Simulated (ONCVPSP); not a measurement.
**N (Z = 7), ONCV: configuration errors across variants**

N, optimised norm-conserving Vanderbilt (ONCV), made with ONCVPSP 4.0.1 (PBEsol, scalar-relativistic). Core [He], reference 2s2 2p2.5 (charge +0.5). Waves: 2s: rc 0.90 bohr, ncon 4, nbas 8, qcut 8.7 1/bohr, local; 2p: rc 1.75 bohr, ncon 4, nbas 7, qcut 8.6 1/bohr, 2 projectors, debl 3.2 Ha; d scattering state at 0.08 Ha: rc 1.50 bohr, ncon 4, nbas 9, qcut 6.3 1/bohr, 1 projector. Local part: the s channel. Core correction: none.

All-electron excitation energies from the reference (eV): (1) 2s2 2p3 -5.063; (2) 2s2 2p2 8.458; (3) 2s2 2p1 37.195; (4) 2s1 2p0 161.597.

Errors AE − PS in meV (a dash: test not solved or not reliable):

```csv
change,(1),(2),(3),(4),bound ghosts,GHOST(+) flags above zero
base,+4.1,+8.8,+158,+1377,none,none
"all radii scaled by about 0.78 (s 0.70, p 1.36, d 1.18 bohr)",+1.9,+3.9,+79,+825,none,none
"all radii scaled by about 0.87 (s 0.78, p 1.52, d 1.30 bohr)",+2.5,+5.4,+104,+1012,none,none
"all radii scaled by about 0.93 (s 0.84, p 1.64, d 1.40 bohr)",+3.2,+7.0,+130,+1189,none,none
"all radii scaled by about 1.05 (s 0.94, p 1.84, d 1.58 bohr)",+4.7,+10,+181,+1524,none,none
"all radii scaled by about 1.11 (s 1.00, p 1.94, d 1.66 bohr)",+5.6,+12,+210,+1709,none,none
"all radii scaled by about 1.18 (s 1.06, p 2.06, d 1.78 bohr)",+7.2,+16,+261,+2027,none,none
"all radii scaled by about 1.33 (s 1.20, p 2.32, d 1.98 bohr)",+11,+24,+384,+2776,none,none
```

Q: Give the same row for: all radii scaled by about 1.27 (s 1.14, p 2.22, d 1.90 bohr).

A: +8.7, +19, +307, +2308; bound ghosts: none; GHOST(+) flags above zero: none.
